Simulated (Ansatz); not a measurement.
A run on C₃H₉AlSi, SMILES `C=C(C)[SiH2][AlH2]` with other settings.

```yaml
crystal:
  periodic: [false, false, false]
  atoms:
    - {symbol: C, position_ang: [-0.370317, 1.593729, 1.264991]}
    - {symbol: C, position_ang: [0.053191, 0.425194, 0.785007]}
    - {symbol: C, position_ang: [1.474242, -0.026497, 0.939240]}
    - {symbol: Si, position_ang: [-1.125333, -0.687365, -0.162223]}
    - {symbol: Al, position_ang: [-0.450713, -0.902806, -2.518293]}
    - {symbol: H, position_ang: [-1.399353, 1.921945, 1.160569]}
    - {symbol: H, position_ang: [0.302671, 2.268910, 1.790399]}
    - {symbol: H, position_ang: [1.942309, -0.204101, -0.034901]}
    - {symbol: H, position_ang: [2.074550, 0.712118, 1.476401]}
    - {symbol: H, position_ang: [1.526747, -0.973370, 1.486229]}
    - {symbol: H, position_ang: [-1.108341, -2.052058, 0.454497]}
    - {symbol: H, position_ang: [-2.511586, -0.155290, -0.021074]}
    - {symbol: H, position_ang: [1.078895, -0.723131, -2.923104]}
    - {symbol: H, position_ang: [-1.500062, -1.226480, -3.668941]}
basis:
  gaussian: {orbitals: "6-31++G**"}
hamiltonian: {xc: {name: SPW92}}
scf: {lower_state_search: full}
output: {forces: true}
```

```sh
$ ansatz run in.yaml --threads 4 --pin off --events-out ev --progress --plain --max-ram 10444MiB
```

It prints (some lines left out):

```
Functional definition: SPW92
1598 factors; their error is unknown
mean field evaluation 1: about -17620.7253 eV, gradient 8.1e1 eV
mean field evaluation 2: about -17424.4220 eV, gradient 2.1e2 eV
mean field evaluation 4: about -17638.4395 eV, gradient 1.2e1 eV
mean field evaluation 8: about -17638.8753 eV, gradient 2.2e-1 eV
mean field evaluation 16: about -17638.7713 eV, gradient 1.7e-3 eV
mean field -17638.77134931 eV, -648.2128910984 hartree, gradient 3.9e-5 eV, S^2 0.000000; 0 other end points of the search recorded, 0 dependent functions left out
reference -17638.77144286 eV, -648.2128945366 hartree; 27, 27 occupied and 130, 130 virtual orbitals, 1598 factors
Total energy: -17638.77144286 eV, -648.2128945366 hartree
Atom 0 at    -0.370317     1.593729     1.264991 Å, force    -0.090819     0.157546     0.054501 eV/Å
Atom 1 at     0.053191     0.425194     0.785007 Å, force     0.322589    -0.566260    -0.201556 eV/Å
Atom 2 at     1.474242    -0.026497     0.939240 Å, force    -0.582975     0.143388    -0.079836 eV/Å
Atom 3 at    -1.125333    -0.687365    -0.162223 Å, force     0.284909     0.105929    -0.241694 eV/Å
Atom 4 at    -0.450713    -0.902806    -2.518293 Å, force    -0.089477     0.018679     0.312668 eV/Å
Atom 5 at    -1.399353     1.921945     1.160569 Å, force    -0.452859     0.145973    -0.044170 eV/Å
Atom 6 at     0.302671     2.268910     1.790399 Å, force     0.305757     0.274049     0.222409 eV/Å
Atom 7 at     1.942309    -0.204101    -0.034901 Å, force     0.185297    -0.083584    -0.386151 eV/Å
Atom 8 at     2.074550     0.712118     1.476401 Å, force     0.232889     0.300348     0.215386 eV/Å
Atom 9 at     1.526747    -0.973370     1.486229 Å, force     0.032103    -0.367436     0.201514 eV/Å
Atom 10 at    -1.108341    -2.052058     0.454497 Å, force     0.003671    -0.209689     0.090259 eV/Å
Atom 11 at    -2.511586    -0.155290    -0.021074 Å, force    -0.217535     0.093482     0.037823 eV/Å
Atom 12 at     1.078895    -0.723131    -2.923104 Å, force     0.194420     0.025425    -0.042057 eV/Å
Atom 13 at    -1.500062    -1.226480    -3.668941 Å, force    -0.127970    -0.037849    -0.139096 eV/Å
Dipole moment:     0.107638     0.025459     0.047771 e Å
```

Run time 0.6 s (4 threads of an AMD EPYC 9R45 on a shared host); peak host memory 0.54 GiB.
